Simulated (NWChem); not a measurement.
System: C3H4FNSi; SMILES N#C/C=C\[SiH2]F

```xyz
10

N      1.0073     2.7535     0.0000
C      0.0495     2.0919     0.0000
C     -1.1250     1.2716     0.0000
C     -1.0691    -0.0735     0.0000
Si     0.4988    -1.1110     0.0000
F      0.0091    -2.6509     0.0000
H     -2.0713     1.8098     0.0000
H     -2.0243    -0.6003     0.0000
H      1.2983    -0.8581    -1.2222
H      1.2983    -0.8581     1.2222
```
Atoms are numbered in this order, from 1.

Program: NWChem. Pople sets run with spherical d functions. Geometry: optimised at B3LYP/6-31G* (spherical d). Vzz is the largest principal value of the second derivative of the potential at the nucleus (NWChem prints the opposite sign); η is the asymmetry. Non-relativistic.

| level | Vzz N1 (a.u.) | η N1 |
|---|---|---|
| B3LYP/def2-TZVP | -0.988 | 0.01 |
| B3LYP/def2-SVP | -0.840 | 0.02 |
| PBE/6-31G* | ___ | 0.02 |
| PBE/def2-TZVP | -0.914 | 0.00 |

Some entries are withheld; supply them.


- PBE/6-31G*, Vzz N1 (a.u.): -0.700
